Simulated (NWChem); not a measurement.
System: BCl cation, doublet

Input file for NWChem:

```
start job
memory heap 200 mb stack 900 mb global 1100 mb
charge 1
geometry units angstroms noautoz
  B      0.000000     0.000000    -1.213359
  Cl     0.000000     0.000000     0.390309
end
basis spherical
  * library def2-svp
end
dft
  odft
  mult 2
  xc xctpssh
  iterations 150
  mulliken
end
task dft energy
```

Excerpt of the output:

```
             Northwest Computational Chemistry Package (NWChem) 7.3.0
             --------------------------------------------------------

 ORDER OF PRIMARY AXIS IS BEING SET TO 4
 C4V symmetry detected

                             Geometry "geometry" -> ""
                             -------------------------

 Output coordinates in angstroms (scale by  1.889725989 to convert to a.u.)

  No.       Tag          Charge          X              Y              Z
 ---- ---------------- ---------- -------------- -------------- --------------
    1 B                    5.0000     0.00000000     0.00000000    -1.23919800
    2 Cl                  17.0000     0.00000000     0.00000000     0.36447000

 Effective nuclear repulsion energy (a.u.)      28.0482407612

      Symmetry information
      --------------------

 Group name             C4v
 Group number             18
 Group order               8
 No. of unique centers     2

                                 NWChem DFT Module
                                 -----------------

 Summary of "ao basis" -> "ao basis" (spherical)
 ------------------------------------------------------------------------------
       Tag                 Description            Shells   Functions and Types
 ---------------- ------------------------------  ------  ---------------------
 B                          def2-svp                 6       14   3s2p1d
 Cl                         def2-svp                 8       18   4s3p1d

      Symmetry analysis of basis
      --------------------------

        a1         14
        a2          0
        b1          2
        b2          2
        e          14

            General Information
            -------------------
          SCF calculation type: DFT
          Wavefunction type:  spin polarized.
          No. of atoms     :     2
          No. of electrons :    21
           Alpha electrons :    11
            Beta electrons :    10
          Charge           :     1
          Spin multiplicity:     2
          Use of symmetry is: on ; symmetry adaption is: on
          Maximum number of iterations: 150
          AO basis - number of functions:    32
                     number of shells:    14
          Convergence on energy requested:  1.00D-06
          Convergence on density requested:  1.00D-05
          Convergence on gradient requested:  5.00D-04

              XC Information
              --------------
                  TPSS hybrid Method XC Functional
                     Hartree-Fock (Exact) Exchange  0.100
                  TPSS metaGGA Exchange Functional  0.900
             TPSS03 metaGGA Correlation Functional  1.000

             Grid Information
             ----------------
          Grid used for XC integration:  medium
          Radial quadrature: Mura-Knowles
          Angular quadrature: Lebedev.
          Tag              B.-S. Rad. Rad. Pts. Rad. Cut. Ang. Pts.
          ---              ---------- --------- --------- ---------
          B                   0.85       49           6.0       434
          Cl                  1.00       88           7.0       590
          Grid pruning is: on
          Number of quadrature shells:   137
          Spatial weights used:  Erf1

      Superposition of Atomic Density Guess
      -------------------------------------

 Sum of atomic energies:        -483.82751387

 Renormalizing density from      22.00 to     21

      Non-variational initial energy
      ------------------------------

 Total energy =    -470.109114
 1-e energy   =    -689.874498
 2-e energy   =     191.717143
 HOMO         =      -0.589440
 LUMO         =      -0.304565

   Symmetry analysis of molecular orbitals - initial alpha
   -------------------------------------------------------

 !! scf_movecs_sym_adapt:    4 vectors were symmetry contaminated

  Symmetry fudging

 !! scf_movecs_sym_adapt:    2 vectors were symmetry contaminated

  Numbering of irreducible representations:

     1 a1          2 a2          3 b1          4 b2          5 e

  Orbital symmetries:

     1 a1          2 a1          3 a1          4 e           5 e
     6 a1          7 a1          8 a1          9 e          10 e
    11 a1         12 e          13 e          14 a1         15 a1
    16 e          17 e          18 a1         19 a1         20 e
    21 e

   Symmetry analysis of molecular orbitals - initial beta
   ------------------------------------------------------

 !! scf_movecs_sym_adapt:    4 vectors were symmetry contaminated

  Symmetry fudging

 !! scf_movecs_sym_adapt:    2 vectors were symmetry contaminated

  Numbering of irreducible representations:

     1 a1          2 a2          3 b1          4 b2          5 e

  Orbital symmetries:

     1 a1          2 a1          3 a1          4 e           5 e
     6 a1          7 a1          8 a1          9 e          10 e
    11 a1         12 e          13 e          14 a1         15 a1
    16 e          17 e          18 a1         19 a1         20 e
    21 e

     ---------------------------------------------
      Total Density - Mulliken Population Analysis
     ---------------------------------------------

    Atom       Charge   Shell Charges
 -----------   ------   -------------------------------------------------------
    1 B    5     3.83   1.99  0.96  0.31  0.44  0.06  0.07
    2 Cl  17    17.17   2.00  2.00  1.51  0.37  5.98  2.82  2.47  0.03

     --------------------------------------------
      Spin Density - Mulliken Population Analysis
     --------------------------------------------

    Atom       Charge   Shell Charges
 -----------   ------   -------------------------------------------------------
    1 B    5     0.87   0.00  0.44  0.26  0.14  0.02  0.01
    2 Cl  17     0.13   0.00  0.00  0.02 -0.01  0.00  0.10  0.02  0.00

   convergence    iter        energy       DeltaE   RMS-Dens  Diis-err
 ---------------- ----- ----------------- --------- --------- ---------
 d= 0,ls=0.0,diis     1   -484.2028217146 -5.12D+02  5.04D-02  6.13D-01
                                                     4.90D-02  5.64D-01
 d= 0,ls=0.5,diis     2   -482.0329114105  2.17D+00  1.83D-02  3.39D+00
                                                     1.98D-02  4.09D+00
 d= 0,ls=0.5,diis     3   -483.7875453519 -1.75D+00  7.46D-03  9.78D-01
                                                     9.47D-03  1.16D+00
 d= 0,ls=0.5,diis     4   -484.2537063933 -4.66D-01  5.04D-03  2.93D-01
                                                     6.56D-03  3.36D-01
 d= 0,ls=0.5,diis     5   -484.4195828393 -1.66D-01  3.06D-03  6.25D-02
                                                     3.83D-03  7.09D-02
  Resetting Diis
 d= 0,ls=0.5,diis     6   -484.4653604762 -4.58D-02  1.55D-03  1.01D-02
                                                     1.77D-03  1.17D-02
 d= 0,ls=0.5,diis     7   -484.4745719013 -9.21D-03  1.51D-03  2.38D-03
                                                     1.57D-03  2.65D-03
 d= 0,ls=0.5,diis     8   -484.4772009165 -2.63D-03  8.01D-04  1.01D-03
                                                     7.07D-04  8.90D-04
 d= 0,ls=0.5,diis     9   -484.4777582157 -5.57D-04  5.02D-04  2.86D-04
                                                     3.58D-04  2.20D-04
 d= 0,ls=0.5,diis    10   -484.4779433679 -1.85D-04  2.42D-04  4.04D-05
                                                     1.42D-04  2.71D-05
 d= 0,ls=0.5,diis    11   -484.4779807490 -3.74D-05  1.28D-04  6.93D-06
                                                     6.85D-05  4.59D-06
 d= 0,ls=0.5,diis    12   -484.4779911096 -1.04D-05  7.11D-05  2.04D-06
                                                     4.14D-05  1.51D-06
 d= 0,ls=0.5,diis    13   -484.4779946862 -3.58D-06  4.08D-05  8.88D-07
                                                     2.65D-05  6.71D-07
 d= 0,ls=0.5,diis    14   -484.4779961011 -1.41D-06  2.35D-05  4.30D-07
                                                     1.70D-05  2.97D-07
 d= 0,ls=0.5,diis    15   -484.4779966833 -5.82D-07  1.44D-05  2.05D-07
                                                     1.08D-05  1.36D-07
 d= 0,ls=0.5,diis    16   -484.4779969291 -2.46D-07  8.83D-06  9.22D-08
                                                     6.76D-06  6.06D-08

         Total DFT energy =     -484.477997030961
      One electron energy =     -715.869193981271
           Coulomb energy =      235.297678979629
    Exchange-Corr. energy =      -31.954722790483
 Nuclear repulsion energy =       28.048240761164

 Numeric. integr. density =       21.000000199300

                  Occupations of the irreducible representations
                  ----------------------------------------------

                     irrep           alpha         beta
                     --------     --------     --------
                     a1                7.0          6.0
                     a2                0.0          0.0
                     b1                0.0          0.0
                     b2                0.0          0.0
                     e                 4.0          4.0

                    DFT Final Alpha Molecular Orbital Analysis
                    ------------------------------------------

 Vector    9  Occ=1.000000D+00  E=-6.739126D-01  Symmetry=e
              MO Center= -4.2D-15,  5.4D-16,  7.4D-02, r^2= 1.3D+00
   Bfn.  Coefficient  Atom+Function         Bfn.  Coefficient  Atom+Function
  ----- ------------  ---------------      ----- ------------  ---------------
    25      0.519674  2 Cl px                22      0.465106  2 Cl px
     4     -0.265891  1 B  px                19      0.261684  2 Cl px
    26     -0.084923  2 Cl py                23     -0.076006  2 Cl py
     7      0.066984  1 B  px                31      0.044410  2 Cl d  1
     5      0.043451  1 B  py                20     -0.042763  2 Cl py

[...]
```

Level: TPSSh/def2-SVP, spin-unrestricted. Geometry: optimised at PBE0/def2-SVP, spin-unrestricted. No stability test was run on the SCF state.
